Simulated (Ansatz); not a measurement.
Species: SiBr, net charge 1, singlet state. 
Structure (B3LYP-D3(BJ)/def2-TZVP (Ansatz, an electronic-structure program) minimum search):
```xyz
2

Si     0.0000     0.0000    -1.5160
Br     0.0000     0.0000     0.6064
```
Charge +1, spin multiplicity 1.

Basis-set convergence of Hartree-Fock and MP2 correlation energies (hartree) with Ansatz. Correlated levels leave the core frozen unless marked. Spin-orbit coupling is left out. The frozen core is the preceding noble-gas configuration, with the filled d and f shells of earlier blocks. No relativistic terms.

| basis | functions | E(HF) | E(corr, MP2) |
|---|---|---|---|
| def2-SVP | 50 | -2860.66667 | -0.18016 |
| def2-TZVPP | 90 | -2861.08578 | -0.23045 |
| def2-QZVPP | 159 | -2861.14333 | -0.25290 |

Extrapolating the two largest sets (X = 3 and 4) as X^-3: E(corr) = (64·(-0.25290) - 27·(-0.23045))/37 = -0.2693 Eh, an estimate of the basis-set limit. The largest set recovers 93.9 % of it, the smallest 66.9 %.
